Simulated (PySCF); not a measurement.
A structure optimised at PBE0-D3(BJ)/def2-TZVPD, used in a PySCF frequency run:

```xyz
3

H      0.0000     0.0000    -1.7737
B      0.0000     0.0000    -0.6009
O      0.0000     0.0000     0.5973
```

Question: Write its SMILES, formula and point group.

Answer: B=O, BHO, C∞v

Question: What are its rotational constants (standard atomic weights)?

Answer: 39.719 GHz (linear rotor, B only)
